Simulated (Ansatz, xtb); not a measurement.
Relaxing a trial structure of BH5O2Si

The starting geometry of this gas-phase singlet was built from a drawn formula by distance geometry and a force field; its bonds are those of `O[BH2-][O+]=[SiH2]`.

```
atom    x (Å)    y (Å)    z (Å)
   B  -0.1802  -1.1226  -1.3460
   O   0.8965  -1.7180  -2.1281
   O  -0.1226   0.3290  -1.3693
  Si  -1.1484   1.2005  -0.6520
   H   0.8370  -2.6690  -2.0691
   H   0.0000  -1.5056  -0.1880
   H  -1.2313  -1.5222  -1.7086
   H  -2.1837   0.5529   0.1975
   H  -1.0117   2.6123  -0.7742
```

Predict what becomes of its bonds when it is optimised with r2SCAN-D4/def2-SVP.

It rearranges to `OBO[SiH3]`. Distances that change by over a tenth: O3–Si4 (1.53 → 1.68 Å). Contacts that open: B1–H7 (1.18 → 3.32 Å). Contacts that close: Si4–H7 (2.92 → 1.49 Å).

The energy falls by 4.15 eV over 43 steps:

| step | E − E(last) (eV) |
| --- | --- |
| 1 | 4.154 |
| 6 | 3.576 |
| 10 | 3.423 |
| 15 | 3.294 |
| 20 | 3.288 |
| 24 | 2.990 |
| 29 | 1.269 |
| 34 | 0.178 |
| 38 | 0.012 |
| 43 | 0.000 |

Final geometry (Å):

```xyz
9

B     0.6319   -1.1684   -1.1116
O    -0.0824   -1.7590   -2.1106
O     0.0868   -0.1038   -0.4683
Si   -1.4004    0.6402   -0.7212
H     0.3757   -2.5059   -2.5126
H     1.7285   -1.5630   -0.7825
H    -2.5145   -0.3202   -0.4771
H    -1.4882    1.1780   -2.1090
H    -1.4820    1.7595    0.2551
```

From the same start GFN2-xTB ends elsewhere, differing in B1–O3 (4.09 against 1.36 Å here), B1–H7 (1.18 against 3.32 Å here), Si4–H7 (4.34 against 1.49 Å here).

No frequencies were run, so the end isn't proven a minimum. Run with Ansatz 0.2.0, 79 s on 2 threads of Arm Neoverse V1, with other jobs on the host.
